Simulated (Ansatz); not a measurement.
# Molecular dynamics of Cl$_{5}$HW

Input:

```yaml
crystal:
  periodic: [false, false, false]
  atoms:
    - { symbol: W, position_ang: [-0.420725, 0.000335, -0.150747] }
    - { symbol: H, position_ang: [1.161193, -0.000509, 1.298573] }
    - { symbol: Cl, position_ang: [2.428355, -0.001683, 0.789097] }
    - { symbol: Cl, position_ang: [-0.277801, 2.171865, 0.514831] }
    - { symbol: Cl, position_ang: [-2.695085, 0.002146, -0.245087] }
    - { symbol: Cl, position_ang: [-0.281312, -2.171022, 0.516134] }
    - { symbol: Cl, position_ang: [0.636676, -0.001131, -2.171499] }
basis:
  gaussian: { orbitals: def2-SVP }
hamiltonian:
  xc: b3lyp
  dispersion: d4
md:
  timestep: 0.5
  n_steps: 200
  ensemble: nve
  temperature: 300.0
  initial_velocities: maxwell_boltzmann
  seed: 7417
```

Launched with:

```bash
$ ansatz run input.yaml --threads 4 --pin off --max-ram 5120MiB --backend cpu --events-out ev --progress --plain --runs-dir out
```

It starts at the highest image of a converged band. Of that band: Beside the main top the profile has a ripple of under 15 meV (maxima at images 2, 7), which may be a very shallow well or noise. A structure lower than the first end lies on the path between it and the top, so the climb from that side starts below the end, which may itself be a saddle point or a shallow side well. A vibrational analysis at the climbing image gives one clearly imaginary mode, 102i cm⁻¹: a first-order saddle point.

Output, in part (step lines, the closing report, with atoms numbered from 0):

```
md step     0: t =     0.00 fs  T =   300.0 K  F+E_penalty+E_count = -64442.73443935 eV  E_kin = 0.193890 eV  conserved = -64442.54054935 eV  (59 SCF iters)
[... lines left out ...]
Total energy: -64443.00997333 eV, -2368.2369354787 hartree
Atom 0 at    -0.321387    -0.022099    -0.088498 Å, force     0.392222     0.022426     1.791899 eV/Å
Atom 1 at     0.212165    -0.134341     1.516996 Å, force    -0.166287     0.602831    -0.511690 eV/Å
Atom 2 at     2.192426    -0.027901     0.581333 Å, force    -0.813966    -0.028266    -0.816732 eV/Å
Atom 3 at    -0.341105     2.165822     0.513269 Å, force    -0.317715     0.166765     0.090256 eV/Å
Atom 4 at    -2.629673     0.023467    -0.476169 Å, force     0.743826    -0.109992     0.143374 eV/Å
Atom 5 at    -0.372621    -2.170533     0.645475 Å, force    -0.445570    -0.508193    -0.375749 eV/Å
Atom 6 at     0.473638     0.129466    -2.189459 Å, force     0.607490    -0.145571    -0.321359 eV/Å
Dipole moment:    -0.459598    -0.022753    -0.083783 e Å
```

The steps, from the saved trajectory:

| time (fs) | T (K) | potential energy less start (eV) | conserved less start (meV/atom) |
| --- | --- | --- | --- |
| 0 | 300 | 0.000 | 0.00 |
| 3 | 278 | 0.015 | 0.01 |
| 6 | 249 | 0.033 | 0.01 |
| 9 | 201 | 0.064 | 0.01 |
| 12 | 159 | 0.091 | 0.02 |
| 15 | 160 | 0.091 | 0.01 |
| 18 | 166 | 0.087 | 0.01 |
| 21 | 186 | 0.074 | 0.01 |
| 24 | 217 | 0.053 | 0.00 |
| 27 | 200 | 0.064 | 0.01 |
| 30 | 186 | 0.074 | 0.01 |
| 33 | 194 | 0.068 | 0.00 |
| 36 | 165 | 0.088 | 0.01 |
| 39 | 138 | 0.105 | 0.02 |
| 42 | 157 | 0.092 | 0.01 |
| 45 | 163 | 0.089 | 0.01 |
| 48 | 187 | 0.073 | 0.01 |
| 51 | 225 | 0.048 | 0.00 |
| 54 | 230 | 0.046 | 0.00 |
| 57 | 189 | 0.072 | 0.01 |
| 60 | 133 | 0.108 | 0.01 |
| 63 | 100 | 0.129 | 0.02 |
| 66 | 114 | 0.120 | 0.02 |
| 69 | 169 | 0.085 | 0.01 |
| 72 | 232 | 0.044 | 0.01 |
| 75 | 273 | 0.017 | 0.00 |
| 78 | 279 | 0.014 | 0.01 |
| 81 | 267 | 0.021 | 0.01 |
| 84 | 272 | 0.018 | 0.02 |
| 87 | 317 | -0.011 | 0.02 |
| 90 | 429 | -0.083 | 0.02 |
| 93 | 592 | -0.189 | -0.01 |
| 96 | 685 | -0.249 | -0.01 |
| 99 | 717 | -0.270 | 0.00 |

The run went to its last step. The conserved energy stayed within 0.023 meV per atom of its start (net change -0.001 meV per atom), so the integration is sound. A run of 0.1 ps of so small a system gives no equilibrium averages. The orbitals stay closed-shell, which can raise the energy where a bond breaks towards radicals; this wasn't checked here.

Between its relaxed ends the band would form H2–Cl3 and break W1–H2, W1–Cl3. These pairs go: H2–Cl3 1.37 → 2.19 Å, W1–H2 2.15 → 1.70 Å, W1–Cl3 3.00 → 2.60 Å. In the last frame they stand as before the step (other bonds may differ from the relaxed reactants and products). It ends as one piece, Cl5HW. Pairs count as bonded within 1.25 times the sum of covalent radii (0.12 Å more for H–H).

Last frame:

```xyz
7
Properties=species:S:1:pos:R:3
W -0.321 -0.022 -0.088
H 0.212 -0.134 1.517
Cl 2.192 -0.028 0.581
Cl -0.341 2.166 0.513
Cl -2.630 0.024 -0.476
Cl -0.373 -2.171 0.645
Cl 0.474 0.130 -2.189
```

The run took 14 min on 4 threads of Arm Neoverse V1, on a shared host, peak memory 0.31 GiB.
